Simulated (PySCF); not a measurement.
Computed shifts of a molecule C6H6O, PySCF with B3LYP/pcSseg-1, GIAO, gas phase, equivalent atoms averaged, in ppm (number of nuclei): ¹³C: 219.6 (1), 160.9 (1), 115.6 (1), 108.9 (1), 87.5 (1), 78.0 (1). ¹H: 6.61 (1), 5.65 (2), 5.63 (1), 5.18 (2). References: ¹³C against TMS (σ = 181.3 ppm); ¹⁷O against H2O (σ = 333.8 ppm); ¹H against TMS (σ = 31.68 ppm), references at their B3LYP-D3(BJ)/def2-TZVP geometries, non-relativistic. Geometry: B3LYP-D3(BJ)/def2-SVP. Other conformers were not sampled.

Problem. Identify the compound among the candidates.
(A) C=C1CC(=C)C1=O
(B) C1=C[C@H]2C=C[C@@H]1O2
(C) C#C[C@H](C=C)C=O
(D) C=C=C1C=COC1

Solution. D, C=C=C1C=COC1
